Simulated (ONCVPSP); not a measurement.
## tellurium: ONCV pseudisation with PBE, fully relativistic reference atom.

Te (Z = 52), optimised norm-conserving Vanderbilt (ONCV), made with ONCVPSP 4.0.1 (PBE, fully relativistic). Core [Ar] 3d10, reference 4s2 4p6 4d10 5s2 5p4. Waves: 4s+5s: rc 1.50 bohr, ncon 4, nbas 8, qcut 8.4 1/bohr, 2 projectors; 4p+5p: rc 1.20 bohr, ncon 4, nbas 7, qcut 10.9 1/bohr, 2 projectors; 4d: rc 1.00 bohr, ncon 4, nbas 8, qcut 9.8 1/bohr, 2 projectors, debl 2.5 Ha. Local part: polynomial inside 0.65 bohr (lpopt 5, dvloc0 0 Ha). Core correction: none.

Open shells are filled in proportion to 2j + 1.

All-electron outer shells of the reference configuration (PBE, scalar-relativistic, ld1.x):

```csv
shell,level (eV),outermost node (bohr),outermost maximum (bohr)
3p,-803.91,0.13,0.29
3d,-560.05,–,0.24
4s,-164.39,0.38,0.70
4p,-114.41,0.38,0.74
4d,-41.65,0.36,0.81
5s,-15.11,0.91,1.80
5p,-5.95,1.00,2.17
```

What the tests gave:

```
Cutoffs needed           : 51 Ha and 194 Ha (the cutoffs (Ha) at which the residual kinetic energy of the hardest occupied pseudo-wave falls to 1 and 0.1 mHa per electron)
Ghost test               : ghosts flagged at negative energy: s at -90.3 eV; GHOST(+) flagged for p3/2 at 443.6 eV; a true bound ghost makes a file unfit for plane-wave use
Largest excitation error : +10 meV (all-electron minus pseudo) for 4s2 4p6 4d9 5s2 5p5, out of 4 test configurations
```

Generation and tests took about 7.9 s on one core of a shared server CPU.
